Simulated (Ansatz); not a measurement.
(LiSH)4 ring (Li₄H₄S₄), relaxed as a singlet with RKS r2SCAN-D4/def2-SVP in Ansatz, starting from the GFN2-xTB geometry. Force threshold 0.02 eV/Å.

Another isomer (singlet) lies 0.09 eV lower at PBE0-D4/def2-TZVP; other spin states weren't run for this one.

Start:

```xyz
12

Li   -2.861    0.248    0.305
Li    0.328    2.743    0.838
Li    2.860   -0.249   -0.298
Li   -0.328   -2.745   -0.828
S    -1.855    2.188    0.855
S     2.338    1.836    0.376
S     1.858   -2.202   -0.805
S    -2.341   -1.826   -0.404
H    -2.648    3.081    1.415
H     3.343    2.691    0.362
H     2.682   -3.199   -1.064
H    -3.374   -2.569   -0.752
```

| step | energy (eV) | largest force component (eV/Å) | SCF passes |
| --- | --- | --- | --- |
| 1 | -44217.1921 | 0.764 | 13 |
| 2 | -44217.2847 | 0.291 | 20 |
| 3 | -44217.3930 | 0.631 | 20 |
| 4 | -44217.4727 | 1.056 | 21 |
| 5 | -44217.6236 | 0.527 | 20 |
| 6 | -44217.6598 | 0.067 | 16 |
| 7 | -44217.6643 | 0.009 | 16 |
| 8 | -44217.6662 | 0.057 | 15 |
| 9 | -44217.6676 | 0.140 | 17 |
| 10 | -44217.6689 | 0.147 | 17 |
| 11 | -44217.6707 | 0.125 | 16 |
| 12 | -44217.6716 | 0.073 | 16 |
| 13 | -44217.6719 | 0.054 | 16 |
| 14 | -44217.6722 | 0.040 | 16 |
| 15 | -44217.6724 | 0.024 | 16 |
| 16 | -44217.6725 | 0.004 | 17 |

Force components are those of the run's own axes.

End:

```xyz
12

Li   -2.6314    0.2264    0.2838
Li    0.3027    2.5236    0.7721
Li    2.6291   -0.2247   -0.2889
Li   -0.3028   -2.5201   -0.7767
S    -2.0037    2.3982    0.7580
S     2.5222    1.9165    0.5711
S     1.9793   -2.3030   -1.0593
S    -2.4974   -2.0134   -0.2640
H    -2.2273    2.4004    2.0916
H     2.8290    2.6102   -0.5482
H     2.4003   -3.0610   -0.0216
H    -3.0000   -1.9533   -1.5178
```

By distances, no bond broke or formed. The bond that changes most is Li4–S7, from 2.25 to 2.31 Å (atoms count from 1).

The force fell under the threshold at step 7, but the optimiser went on and released 0.008 eV more. No frequencies were taken in this run, so the end may be a saddle point.

Run time 39 s (4 threads of Arm Neoverse V1 on a shared host).
